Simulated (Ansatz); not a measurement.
This geometry of CH₃AlBCl (7 atoms, charge 0, multiplicity 1) is a first-order saddle point.

These are results of UKS LDA/def2-SVP (Ansatz 0.2.0), not measurements.

```xyz
7
Properties=species:S:1:pos:R:3
Cl -1.851 -1.677 0.959
B -0.704 -0.563 0.247
C 0.513 0.187 0.714
Al 0.077 0.842 -1.031
H 0.451 -0.900 -0.411
H 0.997 0.265 1.714
H 0.518 1.846 -2.192
```

Problem. Which two structures does it join? (They come from a converged band through this point; their orientation in space is the band's.)

Solution. Bonds broken: C3–H5. Bonds formed: B2–H5.

Initial state:

```xyz
7
Properties=species:S:1:pos:R:3
Cl -2.130 -1.415 1.105
B -0.934 -0.487 0.257
C 0.465 -0.160 0.552
Al -0.332 0.620 -1.248
H 1.207 0.450 -0.038
H 1.005 -0.502 1.459
H 0.719 1.494 -2.088
```

Final state:

```xyz
7
Properties=species:S:1:pos:R:3
Cl -2.016 -1.322 1.011
B -0.643 -0.445 0.363
C 0.743 -0.176 0.749
Al 0.696 0.736 -0.821
H -0.994 0.106 -0.780
H 1.328 -0.484 1.625
H 0.885 1.585 -2.147
```

Problem. How far does it lie above each of them?

Solution. 29.1 kcal/mol above the first and 42.0 kcal/mol above the second. This is the barrier of this one path; another mechanism may lie lower. The orbitals stay closed-shell, which can raise the energy where a bond breaks towards radicals; this wasn't checked here.

Time of the run: 99 s on 2 threads of Arm Neoverse N1, on a shared host, peak memory 0.15 GiB.
